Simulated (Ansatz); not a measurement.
Geometry optimisation, RHF/def2-SVP in Ansatz.

input.yaml

```yaml
crystal:
  periodic: [false, false, false]
  atoms:
    - { symbol: Ta, position_ang: [-0.205515, 0.284808, 0.071389] }
    - { symbol: Cl, position_ang: [2.215581, 0.504385, 0.210736] }
    - { symbol: Cl, position_ang: [-0.266479, 0.842576, 2.342905] }
    - { symbol: Cl, position_ang: [0.108526, -0.567857, -2.082317] }
    - { symbol: F, position_ang: [-0.880004, 1.886391, -0.491737] }
    - { symbol: Cl, position_ang: [-2.01347, -1.120052, 0.367906] }
    - { symbol: "N", position_ang: [1.381094, -2.458767, 1.10771] }
    - { symbol: H, position_ang: [1.345891, -3.320493, 0.591503] }
    - { symbol: H, position_ang: [1.347946, -2.667479, 2.090484] }
    - { symbol: H, position_ang: [2.26843, -1.980212, 0.90632] }
basis:
  gaussian: { orbitals: def2-SVP }
hamiltonian:
  xc: hf
relax:
  f_tol: 0.03
  max_steps: 50
```

Launched with:

```bash
$ ansatz run input.yaml --threads 4 --pin off --max-ram 5120MiB --backend cpu --events-out ev --progress --plain --runs-dir out
```

Question: Where does it end, and by what steps?

Answer: The forces met the threshold. After 7 steps the energy has fallen by 1.101 eV; H8 moved furthest, 0.73 Å. Joined: Ta1–N7 (3.33 → 2.35 Å).

```
step  energy less start (eV)  largest force component (eV/Å)  accepted
   0                  0.0000                           1.493       yes
   1                 -0.3441                           0.990       yes
   2                 -0.6326                           1.461       yes
   3                 -0.9466                           1.644       yes
   4                 -1.0625                           1.110       yes
   5                 -1.0634                           0.849       yes
   6                 -1.1010                           0.101       yes
   7                 -1.1015                           0.005       yes
```

```xyz
10
Properties=species:S:1:pos:R:3
Ta 0.086 -0.041 0.211
Cl 2.286 0.823 0.131
Cl 0.018 0.455 2.521
Cl 0.419 -0.990 -1.927
F -0.769 1.490 -0.364
Cl -1.855 -1.361 0.467
N 1.153 -2.012 0.934
H 0.867 -2.810 0.387
H 0.941 -2.214 1.900
H 2.157 -1.937 0.856
```

Whether the end is a true minimum wasn't checked by a vibrational analysis.

Time of the run: 22 s on 4 threads of Arm Neoverse V1, on a shared host, peak memory 0.47 GiB.
